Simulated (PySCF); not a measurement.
Computed shifts of a molecule CH8F2Si3, PBE/pcSseg-1 (PySCF), GIAO, gas phase, atoms alike by connectivity averaged where their shifts nearly agree, in ppm (number of nuclei): ¹⁹F: -288.3 (1), -307.5 (1). ¹³C: 81.1 (1). ²⁹Si: 29.3 (1), -68.7 (1), -104.5 (1). ¹H: 6.70 (1), 5.36 (1), 5.26 (1), 4.69 (1), 4.54 (1), 3.95 (3). References: ¹⁹F against CFCl3 (σ = 133.6 ppm); ¹³C against TMS (σ = 182.0 ppm); ²⁹Si against TMS (σ = 335.4 ppm); ¹H against TMS (σ = 31.49 ppm), references at their B3LYP-D3(BJ)/def2-TZVP geometries, non-relativistic. The structure is a stationary point at PBE0-D3(BJ)/def2-SVP. The values are those of a single conformer.

Question: Which structure fits?
A) F[SiH2]C[SiH2][SiH2]F
B) FC[SiH2][Si@@H](F)[SiH3]
C) FC[Si@H]([SiH3])[SiH2]F
D) C[SiH2][Si](F)(F)[SiH3]

Answer: B, FC[SiH2][Si@@H](F)[SiH3]
